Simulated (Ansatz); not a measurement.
Molecule: PO, net charge 0, doublet state. SMILES: O=[P]
Geometry: optimised at B3LYP-D3(BJ)/def2-TZVP (Ansatz, a first-principles code).

Wanted: vertical electron affinity (to the triplet state of charge -1; a negative value means that the extra electron is unbound and the number depends on the basis; each state is the SCF solution reached for its spin), in eV. Valence correlation only, unless marked. Open shells are spin-unrestricted. Spin-orbit coupling is left out. Non-relativistic. Anions need diffuse functions: aug- sets have them; def2-D sets add few. CBS marks a two-point X^-3 extrapolation of the correlation energy; Hartree-Fock from the larger set.

```csv
level,program,vertical electron affinity (eV)
SVWN5/def2-TZVPD,Ansatz,1.03
r2SCAN/def2-TZVPD,Ansatz,1.09
```

**Question.** What does CCSD(T)/CBS(aug-cc-pV(T+d)Z,aug-cc-pV(Q+d)Z) (Ansatz) give?

**Answer.** 1.04 eV
